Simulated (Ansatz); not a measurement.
`ClB1O[SiH2]1` + CH₄ → `CB1O[SiH2]1` + HCl at 298.15 K and 1 bar (formal exchange of groups at a B–Cl bond).

Gas-phase electronic energies from Ansatz, PBE0-D4/def2-TZVP geometries. CBS: MP2 limit from def2 TZ/QZ plus the TZ coupled-cluster correction, frozen cores. This one scheme is used for every species.

```csv
species,CCSD(T)/CBS energy (Eh),H − E (kJ/mol),S (J/(mol·K))
`ClB1O[SiH2]1`,-850.08552,83.0,297.4
CH₄,-40.46206,127.4,186.2
`CB1O[SiH2]1`,-430.13804,177.4,308.3
HCl,-460.38127,26.6,186.8
```

H − E and S are ideal-gas, rigid-rotor, harmonic terms from PBE0-D4/def2-TZVP. 1 Eh = 2625.50 kJ/mol, R = 8.31446 J/(mol·K).

Task: By hand: ΔE, ΔH, ΔS and ΔG.

Result: ΔE = (-430.13804) + (-460.38127) − (-850.08552) − (-40.46206) = 0.02827 Eh = 74.2 kJ/mol. Δ(H − E) = 177.4 + 26.6 − 83.0 − 127.4 = -6.4, so ΔH = 67.8 kJ/mol. ΔS = 308.3 + 186.8 − 297.4 − 186.2 = 11.5 J/(mol·K). ΔG = 67.8 − 298.15 × (11.5)/1000 = 64.4 kJ/mol.

Task: By hand: the equilibrium constant, and the temperature at which ΔG would vanish if ΔH and ΔS stayed fixed.

Result: log₁₀ K = −ΔG/(RT ln 10) = -11.3. ΔG = 0 at ΔH/ΔS = 5896 K, far beyond where these terms or the molecules hold.

The number of gas molecules stays the same, so ΔS is small and ΔH decides. A doubt of 5 kJ/mol in ΔE shifts log₁₀ K by 0.9 here. These are equilibria of isolated gas molecules and say nothing of rates. Largest T1 diagnostic: 0.015 (customary marks: 0.02 for closed shells, 0.045 for open ones).
